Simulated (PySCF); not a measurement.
Cl5Si2 (SMILES Cl[Si](Cl)[Si](Cl)(Cl)Cl), doublet, geometry from GFN2-xTB. Base run: PBE0/STO-3G (PySCF).

PySCF was given this input:
```python
from pyscf import gto, scf, dft

mol = gto.Mole()
mol.atom = '''
    Cl    1.92244881   -1.90832571   -0.82010059
    Si    1.35516226    0.01986058   -0.53632054
    Cl    2.56557939    0.78134476    0.90420712
    Si   -0.88689246    0.19528931    0.02396448
    Cl   -1.64091265   -0.72905730    1.66875770
    Cl   -1.28936674    2.17107244    0.23250544
    Cl   -1.94338279   -0.49221647   -1.56342937
'''
mol.basis = 'sto-3g'
mol.spin = 1
mol.verbose = 5
mol.build()

mf = dft.UKS(mol)
mf.xc = 'pbe0'
mf.kernel()
mo_i, mo_e, stable_i, stable_e = mf.stability(internal=True, external=False, return_status=True, nroots=6, tol=1e-6)
print('internally stable:', stable_i, ' externally stable:', stable_e)
if not stable_i:
    umf = mf.copy()
    umf.scf_summary = {}
    umf.kernel(umf.make_rdm1(mo_i, mf.mo_occ))
```

The bond that is stretched is that between atoms 3 and 2. A test that says stable can miss a lower solution.

The base run was repeated with changes; each row names its change, and settings that it needs were set with it.

```tsv
change	ΔE vs base (eV)	<S^2>	stability test says
base	0.00	0.752	internally stable (external not tested)
bond × 1.25	1.07	0.755	internally stable (external not tested)
bond × 1.5	2.73	0.815	internally stable (external not tested)
bond × 1.8	3.47	0.784	internally stable (external not tested)
bond × 2.2	3.65	0.750	internally stable (external not tested)
bond × 3.0	3.69	0.750	internal instability
```

On stretching, the SCF can end on different states; <S^2> shows the spin contamination of each.
